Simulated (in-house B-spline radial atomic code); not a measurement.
**RPA and G0W0 on LC-wPBE: the cerium ion Ce⁷⁺**

Configuration [Kr] 4d10 5s2 5p3, highest spin, mean-field start LC-wPBE. Computed with a B-spline radial code for spherical atoms: all electrons, scalar-relativistic (spin-free one-electron X2C), finite nucleus, each spin shell either full or empty, empty states to l = 9 with an (l + 1/2)⁻⁴ tail; G0W0 by contour deformation at full frequency.

Spin-orbit coupling, left out, splits p levels strongly here.

Command:
```bash
python run_gw.py task.json out
```
Settings (radii: box in bohr, nucleus in fm):
```
Z                        58
electrons                51
configuration            [Kr] 4d10 5s2 5p3
hamiltonian              x2c
method                   lc_wpbe
lmax                     9
rms_radius               4.8771
spin_polarised           True
box_radius               8.41
intervals                66
```

Cost of the run: 9.4 s on 1 thread of Arm Neoverse N1 (shared host).

Energies (hartree):

```csv
term,value
mean-field total,-8847.76823
Hartree-Fock functional on these orbitals,-8845.19383
direct second order,-4.6152
second-order exchange,1.2612
SOSEX correction,1.1894
```

Q: What is the RPA correlation energy, and what remains with SOSEX?

A: RPA gives -4.1195 hartree (-2.2 eV per electron); RPA + SOSEX gives -2.9301, and the second-order doubles -3.354 hartree (no singles). RPA lacks exchange-type terms and so overcorrelates at short range.

Quasi-particle levels (eV):

```tsv
level	occupied	mean field	Σx - vxc	Σc	QP weight	G0W0
5p up	yes	-107.69	-1.77	?	?	?
5s down	yes	-124.35	0.97	-3.24	0.970	-126.62
4d down	yes	-208.27	-9.60	1.34	0.870	-216.52
5p down	no	-94.29	4.28	-2.84	0.961	-92.85
```

G0W0 = mean field + (Σx - vxc) + Σc, with Σc (partial-wave tail included) taken at the quasi-particle energy. Only the outer levels were computed. Levels of low weight are left out.

Q: Where does G0W0 put 5p up?

A: At -110.40 eV, with Σc = -0.94 eV and a quasi-particle weight of 0.964. The tabulated removal energy is 106 ± 2.1 eV (NIST, tabulated theory); the calculation leaves out spin-orbit coupling, Breit and QED terms, and what these don't explain is the method's own error.
